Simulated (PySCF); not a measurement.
cyclotrisilazane (H9N3Si3), SMILES N1[SiH2]N[SiH2]N[SiH2]1. Atoms are numbered in the order given.

```xyz
15

Si    -0.1038    -0.8890     1.5896
N      0.4503    -1.3988     0.0000
Si    -0.1038    -0.8890    -1.5896
N     -0.2858     0.8452    -1.4541
Si     0.2839     1.6597     0.0000
N     -0.2858     0.8452     1.4541
H      0.9531    -1.3681     2.5529
H     -1.4229    -1.4717     2.0381
H      1.2140    -2.0815     0.0000
H      0.9531    -1.3681    -2.5529
H     -1.4229    -1.4717    -2.0381
H     -1.0029     1.3132    -2.0146
H     -0.2723     3.0567     0.0000
H      1.7843     1.6937     0.0000
H     -1.0029     1.3132     2.0146
```

Geometry: PBE-D3(BJ)/def2-SVP.

Calculation: PySCF with PBE/def2-TZVP.

Task: Estimate the frontier levels, gap, dipole moment and polarisability. (An estimate is asked for; the answer gives what the named calculation found.)

Result: 
```yaml
highest_occupied_level: -5.86 eV
lowest_empty_level: -0.58 eV
orbital_gap: 5.28 eV
dipole_moment: 0.170 e·Å
quadrupole, principal values (traceless, Buckingham form, about the centre of nuclear charge): -7.50, -0.56, 8.06 D·Å
mean_static_polarisability: 97.4 bohr³ (14.43 Å³)
polarisability_principal_values: 84.8, 103.4, 103.8 bohr³
```
